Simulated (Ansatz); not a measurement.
Basis-set series for `[Se]=[C]1[AlH][S]1`. The species carries charge 0 and has multiplicity 1. The geometry is a stationary point of PBE0-D4/def2-TZVP.

```json
{"functional": "PBE0-D4", "basis": "def2-SVP", "functions": "87", "energy (Eh)": "-3079.75044", "HOMO (eV)": "-5.58", "LUMO (eV)": "-2.49"}
{"functional": "PBE0-D4", "basis": "def2-QZVPP", "functions": "316", "energy (Eh)": "-3080.38239", "HOMO (eV)": "-5.75", "LUMO (eV)": "-2.67"}
{"functional": "ωB97M-V", "basis": "def2-SVP", "functions": "87", "energy (Eh)": "-3080.14602", "HOMO (eV)": "-7.56", "LUMO (eV)": "-0.55"}
{"functional": "ωB97M-V", "basis": "def2-QZVPP", "functions": "316", "energy (Eh)": "-3080.77322", "HOMO (eV)": "-7.76", "LUMO (eV)": "-0.80"}
```

**Question.** Give the rows for def2-TZVPP. (An estimate is asked.)

**Answer.** The calculation gave: 
```csv
functional,basis,functions,energy (Eh),HOMO (eV),LUMO (eV)
PBE0-D4,def2-TZVPP,177,-3080.31093,-5.73,-2.64
ωB97M-V,def2-TZVPP,177,-3080.70431,-7.73,-0.74
```

Scalar relativity is left out up to krypton.

Program: Ansatz 0.2.0.
